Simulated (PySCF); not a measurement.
**Spin–spin coupling constants**

Geometry:
```tsv
atom	x (Å)	y (Å)	z (Å)
C1	-0.710	-1.283	-0.086
C2	0.789	-1.306	0.221
C3	1.594	-0.198	-0.462
Ge4	0.847	1.560	-0.016
C5	-1.085	1.262	-0.176
C6	-1.470	-0.074	0.464
H7	-0.857	-1.336	-1.181
H8	-1.166	-2.199	0.323
H9	1.196	-2.290	-0.071
H10	0.926	-1.242	1.316
H11	1.545	-0.315	-1.559
H12	2.658	-0.253	-0.187
H13	1.354	2.673	-0.957
H14	1.206	1.931	1.441
H15	-1.334	1.253	-1.251
H16	-1.648	2.095	0.272
H17	-1.308	-0.022	1.556
H18	-2.553	-0.245	0.333
```

Method: B3LYP/pcJ-1 (pcSseg-1 on Ge) (without the spin–dipole term)//PBE0-D3(BJ)/def2-SVP, PySCF; isolated molecule, single conformer, non-relativistic. Couplings are averaged over pairs made equivalent by symmetry, fast rotation or ring inversion, so a value needn't be that of the named pair in this geometry, while other rotamers aren't included; one pair stands for each set, and the list holds those of at least 1.5 Hz over up to four bonds.

Isotopes: 13C, 1H.

| pair | bonds | J (Hz) |
| --- | --- | --- |
| C1, C2 | 1 | 36.0 |
| C1, H7 | 1 | 130.1 |
| C2, C3 | 1 | 33.2 |
| C2, H9 | 1 | 131.6 |
| C3, H11 | 1 | 134.7 |
| C1, H9 | 2 | -3.2 |
| C2, H7 | 2 | ? |
| C2, H11 | 2 | ? |
| C3, H9 | 2 | ? |
| C3, H13 | 2 | 6.7 |
| H7, H8 | 2 | -15.3 |
| H9, H10 | 2 | -15.3 |
| H11, H12 | 2 | -14.2 |
| H13, H14 | 2 | 14.8 |
| C1, H11 | 3 | ? |
| C2, H13 | 3 | 2.3 |
| C2, H17 | 3 | ? |
| C3, H7 | 3 | 7.6 |
| C3, H15 | 3 | 1.8 |
| H7, H9 | 3 | ? |
| H7, H10 | 3 | 10.0 |
| H9, H11 | 3 | ? |
| H9, H12 | 3 | 10.6 |
| H11, H14 | 3 | ? |
| H9, H13 | 4 | 1.5 |

Estimate the withheld couplings, with signs.

## Answers


- 2J(C2,H7) = -3.0 Hz
- 2J(C2,H11) = -3.4 Hz
- 2J(C3,H9) = -2.7 Hz (mean over equivalent pairs that range from -3.5 to -1.8 Hz in this conformer)
- 3J(C1,H11) = 6.0 Hz (mean over equivalent pairs that range from 2.2 to 9.9 Hz in this conformer)
- 3J(C2,H17) = 6.7 Hz (mean over equivalent pairs that range from 3.7 to 9.7 Hz in this conformer)
- 3J(H7,H9) = 2.9 Hz
- 3J(H9,H11) = 4.8 Hz (mean over equivalent pairs that range from 4.0 to 5.7 Hz in this conformer)
- 3J(H11,H14) = 2.9 Hz (mean over equivalent pairs that range from -1.5 to 7.4 Hz in this conformer)

Relativistic effects of the heavier atoms present are left out.
